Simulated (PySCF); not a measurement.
Two species compared at the same levels of theory.

First species: C₇H₆ClN₃.
Bonds: C1–N2, N2–N3 (aromatic), N3–C4 (aromatic), C4–C5 (aromatic), C5–C6 (aromatic), C6–C7 (aromatic), C7–Cl8, C7–C9 (aromatic), C9–C10 (aromatic), C10–N11 (aromatic), N2–N11 (aromatic), C4–C10 (aromatic). Hydrogens: H12, H13, H14 on C1; H15 on C5; H16 on C6; H17 on C9.

Second species: C₇H₁₆NP.
SMILES: `CC[C@@H]1[C@H](C)C[P@@]1(C)=N`

Levels: PBE0/pcSseg-1 for dipole moment, HOMO energy, LUMO energy and HOMO–LUMO gap; GFN2-xTB for rotational constant A and rotational constant C. Geometries: GFN2-xTB. Each structure is a single optimised conformer of the isolated species, non-relativistic unless stated; the electronic structure was computed with PySCF and density fitting.

Dipoles, sizes and rotational constants follow the conformer. The torsions of the flexible species, by atom-mapped SMILES:
- `[CH3:1][CH2:2][C@@H:3]1[C@H:4]([CH3:5])[CH2:6][P@@:7]1([CH3:8])=[NH:9]`: C1–C2–C3–C4 171°

Values for the first species:

| Item | Value |
| --- | --- |
| Dipole moment | 2.64 D |
| HOMO energy | -6.87 eV |
| LUMO energy | -1.66 eV |
| HOMO–LUMO gap | 5.21 eV |
| Rotational constant A | 3.288 GHz |
| Rotational constant C | 0.458 GHz |

(1) Estimate the same properties for the second species, and the change in each.

Results:

(1) 
```tsv
property	first	second	second less first
dipole moment	2.64 D	3.31 D	+0.67 D
HOMO energy	-6.87 eV	-6.07 eV	+0.80 eV
LUMO energy	-1.66 eV	0.98 eV	+2.64 eV
HOMO–LUMO gap	5.21 eV	7.05 eV	+1.84 eV
rotational constant A	3.288 GHz	1.491 GHz	-1.797 GHz
rotational constant C	0.458 GHz	0.951 GHz	+0.493 GHz
```

On the first: The dipole equals about 8.8 × 10⁻³⁰ C·m (1 D = 3.33564 × 10⁻³⁰ C·m).

On the second: The dipole equals about 11.0 × 10⁻³⁰ C·m (1 D = 3.33564 × 10⁻³⁰ C·m). A dipole of 3.31 D is allowed in C1, and pure rotational transitions are dipole-allowed.
